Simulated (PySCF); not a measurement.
# Stretching LiHg

Set-up: Li cc-pVDZ, Hg cc-pVDZ-PP with ECP60; scalar-relativistic core potentials (PySCF 2.14). Energies in eV from Li + Hg in their ground configurations at the same level. State: ²Σ⁺ (doublet), unpaired electrons σ ↑.

All columns are PBE0. A positive dipole means Li(−)Hg(+).

```
R (Å)  E (eV)  μ (D)  Mulliken charge on Li (basis-dependent)  HOMO (eV)  LUMO (eV)  Mayer bond order  ⟨S²⟩
2.609  -0.072  -0.08                                     0.02      -3.54      -1.44              0.69  0.75
2.731  -0.118  -0.17                                     0.06      -3.58      -1.47              0.59  0.75
2.852  -0.141  -0.23                                     0.08      -3.62      -1.50              0.50  0.75
2.943  -0.148  -0.27                                     0.09      -3.65      -1.51              0.44  0.75
3.034  -0.150  -0.30                                     0.10      -3.67      -1.52              0.39  0.75
3.125  -0.147  -0.33                                     0.10      -3.70      -1.53              0.34  0.75
3.246  -0.140  -0.36                                     0.10      -3.73      -1.53              0.29  0.75
3.398  -0.127  -0.39                                     0.10      -3.76      -1.53              0.23  0.75
3.580  -0.110  -0.40                                     0.09      -3.79      -1.52              0.18  0.75
3.823  -0.087  -0.40                                     0.08      -3.82      -1.48              0.12  0.75
```

A fit through these points gives, at Re = 3.019 Å, μ = -0.30 D and dμ/dR = -0.339 D/Å; the reduced mass is 6.78 u.

Question: How strong is the fundamental in the double-harmonic approximation, I = 42.26·(dμ/dR)²/μred km/mol?

Answer: I = 42.26·(-0.339)²/6.78 = 0.716 km/mol at PBE0.

The bond is weak. Basis-set superposition, not corrected here, can be much of De in a small basis, most of all at correlated wavefunction levels. Functionals without a dispersion term scatter widely for such bonds, and LDA overbinds them. Spin–orbit coupling is left out. The state was picked by a PBE0 search and need not be the measured ground state.
